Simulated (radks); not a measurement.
The numbers below are computed, except where a source is named.
All-electron atom: K XVII in [He] 2s1. Level of theory: scalar-relativistic Kohn-Sham, PBE, spin-polarised, spherical densities, finite nucleus; open shells are filled with parallel spins first; Fermi nuclear charge, rms radius 3.4349 fm (a radial shooting solver on a logarithmic mesh with Libxc functionals). Some entries of the table are withheld. Estimate them.

| orbital | occ. | eigenvalue (hartree) | <1/r> (bohr^-1) | <r> (bohr) |
|---|---|---|---|---|
| 1s up | 1 | -161.6702 | 18.83 | (1) |
| 1s down | 1 | -161.4858 | 18.83 | (2) |
| 2s up | 1 | -37.05709 | 4.446 | 0.3357 |

Answer. 
(1) 1s up <r> (bohr): 0.08032
(2) 1s down <r> (bohr): 0.08030
